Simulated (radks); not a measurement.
Question: The mean radii <r> (bohr) of the occupied orbitals of an atom or ion are listed with their occupations. Calculated with a radial shooting solver on a logarithmic mesh with Libxc functionals: scalar-relativistic Kohn-Sham, TASK exchange with Perdew-Wang LDA correlation, spin-polarised, spherical densities, finite nucleus; meta-GGA in the generalised Kohn-Sham scheme; Fermi nuclear charge, rms radius of each element as measured or else 0.836 A^(1/3) + 0.57 fm.

orbital  occ.      <r>
1s up       1  0.01688
1s down     1  0.01688
2s up       1  0.07117
2s down     1  0.07117
2p up       3  0.06428
2p down     3  0.06428
3s up       1   0.1839
3s down     1   0.1839
3p up       3   0.1852
3p down     3   0.1852
3d up       5   0.1678
3d down     5   0.1678
4s up       1   0.4075
4s down     1   0.4076
4p up       3   0.4338
4p down     3   0.4338
4d up       5   0.4584
4d down     5   0.4578
5s up       1   0.9085
5s down     1   0.9000
4f up       7   0.4953
4f down     7   0.4907
5p up       3    1.019
5p down     2    1.005
5d up       4    1.234
6p up       1    2.106

Name the element and its charge. Open shells, if any, are filled with parallel spins first.

Answer: Z = 79, gold, charge +7: Au7+ in [Kr] 4d10 4f14 5s2 5p5 5d4 6p1. The 1s radius gives Z: for a bare nucleus <r> = (2 gamma + 1)/(2Z) with gamma = sqrt(1 - (Z/c)^2), 0.01667 bohr for Z = 79, and screening makes it slightly larger (0.01688 here). The occupations add up to 72, and the charge is Z minus that.
